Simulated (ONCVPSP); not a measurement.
Plane-wave convergence, ONCV potential for scandium

| Item | Value |
| --- | --- |
| Element | Sc |
| Generator | ONCVPSP 4.0.1 |
| Type | optimised norm-conserving Vanderbilt (ONCV) |
| Functional | PBE |
| Relativity | scalar-relativistic |
| Frozen core | [Ar] |
| Valence charge | 3 |
| Reference configuration | 3d1 4s2 |
| Partial waves | 4s: rc 2.65 bohr, ncon 4, nbas 8, qcut 2.5 1/bohr, 1 projector; p scattering state at 0.14 Ha: rc 2.65 bohr, ncon 4, nbas 8, qcut 3.4 1/bohr, 2 projectors, debl 0.4 Ha; 3d: rc 2.40 bohr, ncon 4, nbas 8, qcut 7.6 1/bohr, 1 projector |
| Local potential | polynomial inside 2.20 bohr (lpopt 5, dvloc0 1 Ha) |
| Core correction | none |

For each optimised wave give the share of its norm inside rc, the residual kinetic energy above qcut (Ha) and the cutoffs (Ha) for errors of 10, 1, 0.1 and 0.01 mHa per electron.

```
         wave  norm inside rc  residual KE  10 mHa  1 mHa  0.1 mHa  0.01 mHa
           4s           0.222      8.2e-05     1.3    2.2      3.1       8.1
p projector 1           0.076      1.0e-04     0.6    1.5      5.9      26.8
p projector 2           0.216      2.2e-03     3.2    7.6     34.8      41.2
           3d           0.755      8.1e-08    15.0   18.7     21.6      24.1
```

The occupied waves need 19 Ha and 22 Ha for 1 and 0.1 mHa. Note: ghosts flagged at negative energy: p at -22.2 eV; no localised positive-energy state flagged. A true bound ghost makes a file unfit for plane-wave use. Its largest configuration-test error is +610 meV.
